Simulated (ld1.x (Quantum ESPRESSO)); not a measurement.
# B (Z = 5): one change to an RRKJ potential, before and after

```
Element                 : B (Z = 5)
Generator               : ld1.x (Quantum ESPRESSO) 7.5
Type                    : norm-conserving RRKJ (Kleinman–Bylander form)
Functional              : PBE
Relativity              : scalar-relativistic
Frozen core             : [He]
Valence charge          : 3
Reference configuration : 2s2 2p0 (charge +1)
Partial waves           : 2s (bound): rc 1.55 bohr; 2p (bound, empty): rc 2.85 bohr
Local potential         : all-electron potential smoothed inside 2.65 bohr (lloc = -2)
Core correction         : none
rho0                    : 0.01
```

All-electron outer shells of the reference configuration (PBE, scalar-relativistic, ld1.x):

| shell | level (eV) | outermost node (bohr) | outermost maximum (bohr) |
| --- | --- | --- | --- |
| 2s | -19.51 | 0.46 | 1.44 |
| 2p | -13.36 | – | 1.41 |

Change: wave 2s (bound): rc 1.55 bohr becomes 2s (bound): rc 2.14 bohr.

Cutoffs: the cutoffs (Ry, on a coarse ladder) from which the occupation-weighted sum of valence levels, in a spherical-Bessel basis at the reference potential, stays within 10 and 1 mRy of its value at 400 Ry; they do not see the model core or the augmentation charge, which bear on the density cutoff. Errors are all-electron minus pseudo energies relative to the spin-unpolarised reference configuration.

Q: How do hardness, ghosts and transferability respond?

A: The potential gets softer (30 Ry and 40 Ry → 25 Ry and 30 Ry); of the 7 tests that both files solve, the error grows in 1 and shrinks in 0 by more than 15 % and 0.3 meV (median size 82.4 → 78.2 meV); neither file shows a bound ghost. A larger radius leaves more room for a smooth pseudo-wave, so fewer plane waves are needed.

| quantity | base | changed |
| --- | --- | --- |
| cutoff, loose | 30 Ry | 25 Ry |
| cutoff, tight | 40 Ry | 30 Ry |
| bound ghosts | none | none |
| error for 2s2 2p1, meV [ΔE -8.22 eV] | +82 | +78 |
| error for 2s1 2p0, meV [ΔE 25.42 eV] | +38 | +51 |
| error for 2s2 2p0.5, meV [ΔE -5.33 eV] | +34 | +32 |
| error for 2s1 2p1, meV [ΔE 6.14 eV] | -9.8 | -8.6 |
| error for 2s2 2p1.3, meV [ΔE -8.96 eV] | +99 | +93 |
| error for 2s1 2p2, meV [ΔE -2.37 eV] | +133 | +124 |
| error for 2s0 2p3, meV [ΔE 3.50 eV] | +162 | +151 |
| s: phases at 3.11 bohr within 0.05 rad from the reference energy up to (Ry; the scan ends near 5) | 0.2 | 0.3 |
| p: phases at 3.11 bohr within 0.05 rad from the reference energy up to (Ry; the scan ends near 5) | 0.1 | 0.1 |
